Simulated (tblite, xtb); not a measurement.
H$_{2}$S, charge +1, doublet, at a GFN2-xTB geometry (a state made from the parent by changing its charge; the spin is typed, not shown lowest). Base run: GFN1-xTB run with xtb.

Here is a job for xtb.
```
$ xtb mol.xyz --gfn 1 --chrg 1 --uhf 1 --json

# file mol.xyz
3

S     -0.00036152    -0.00213359     0.10390253
H     -0.03847239     1.00861520    -0.81100328
H      0.04425671    -0.97447779    -0.85143727
```

Programs used: tblite, xtb; a row that names a program was run with it.

Variants of this job, named by their change:

```json
[
 {"change": "base", "ΔE vs base (kJ/mol)": "0.00", "SCF cycles": "6"},
 {"change": "gbsa = water", "ΔE vs base (kJ/mol)": "-330.5", "SCF cycles": "6"},
 {"change": "program = tblite; method = gfn1; option = (--efield, 0,0,0.1)", "ΔE vs base (kJ/mol)": "5.56", "SCF cycles": "-"},
 {"change": "acc = 0.0001", "ΔE vs base (kJ/mol)": "0.00", "SCF cycles": "8"},
 {"change": "etemp = 10000", "ΔE vs base (kJ/mol)": "-65.4", "SCF cycles": "7"},
 {"change": "file = coord", "ΔE vs base (kJ/mol)": "0.00", "SCF cycles": "6"},
 {"change": "etemp = 5000", "ΔE vs base (kJ/mol)": "-11.23", "SCF cycles": "6"}
]
```

ALPB and GBSA are two models with their own fitted parameters for each solvent, which aren't always the measured dielectric constant.
